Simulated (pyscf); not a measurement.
`[NH2][N][SiH3]` [doublet] -> `[NH][NH][SiH3]` [doublet] (hydrogen shift; doublet surface; H–N broken, H–N formed). Single points on ωB97X-D3(BJ)/def2-SVP structures (PySCF, gas phase). Correlated levels are frozen-core, on RHF or UHF. ΔMP2 is the change of the MP2 total energy from the triple- to the quadruple-zeta basis. Energies in kJ/mol from the reactant's lowest minimum found.

| level | barrier | reaction energy |
|---|---|---|
| ωB97X-D3(BJ)/def2-TZVP | 230.3 | -7.1 |
| r²SCAN/def2-TZVP | 219.8 | -6.1 |
| B3LYP-D3(BJ)/def2-TZVP | 228.6 | -6.1 |
| M06-2X/def2-TZVP | 224.5 | -7.2 |
| MP2/def2-QZVPP | 219.0 | -9.2 |
| CCSD/def2-TZVPP | 228.5 | -12.8 |
| CCSD(T)/def2-TZVPP + ΔMP2(QZVPP) | ? | ? |

Question: Some entries are withheld; supply them.

Answer: 
- CCSD(T)/def2-TZVPP + ΔMP2(QZVPP), barrier: 220.6
- CCSD(T)/def2-TZVPP + ΔMP2(QZVPP), reaction energy: -11.5

Of the functionals in the table, r²SCAN is closest to CCSD(T)/def2-TZVPP + ΔMP2(QZVPP) in the barrier (0.8 kJ/mol apart) and ωB97X-D3(BJ) least close (9.7 kJ/mol); that level has limits of its own. H₂N–N•–SiH₃ lies 199.0 kJ/mol over its isomer H₂N–SiH•–NH₂ (electronic energy, ωB97M-D3(BJ)). •HN–NH–SiH₃ lies 192.9 kJ/mol over its isomer H₂N–SiH•–NH₂ (electronic energy, ωB97M-D3(BJ)). This is the saddle that the search found; another between the same sides may lie lower. The CCSD(T) − MP2 part came from Ansatz, without density fitting, on the same reference.
